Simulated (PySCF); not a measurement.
C₃H₄, SMILES C1CC=1. Atoms are numbered in the order given.

```xyz
7

C      0.0000     0.6490     0.5008
C      0.0000    -0.6490     0.5008
C      0.0000     0.0000    -0.8627
H      0.0000     1.5854     1.0463
H      0.0000    -1.5854     1.0463
H      0.9191     0.0000    -1.4629
H     -0.9191     0.0000    -1.4629
```

The structure is a stationary point at PBE-D3(BJ)/def2-TZVP.

Calculation: PySCF 2.14.0 with PBE-D3(BJ)/def2-TZVP.

Harmonic, unscaled wavenumbers; measured fundamentals usually lie a few per cent lower.

Computed vibrational spectrum:
```csv
mode,ν (cm⁻¹),IR (km/mol),moving atoms (share of kinetic energy)
1,575,78.5,"H 89 %, C 11 %"
2,774,16.5,"C 63 %, H 37 %"
3,823,0.0,"H 67 %, C 33 %"
4,892,5.6,"H 89 %, C 11 %"
5,988,0.0,H 93 %
6,992,30.8,"H 58 %, C 42 %"
7,1031,28.2,"H 71 %, C 29 %"
8,1078,1.5,"H 76 %, C 24 %"
9,1135,0.8,"C 86 %, H 14 %"
10,1472,2.1,"H 90 %, C 10 %"
11,1689,13.5,"C 86 %, H 14 %"
12,2976,73.3,H 96 %
13,3037,42.3,"H 89 %, C 11 %"
14,3181,0.0,H 92 %
15,3224,0.0,"H 87 %, C 13 %"
```
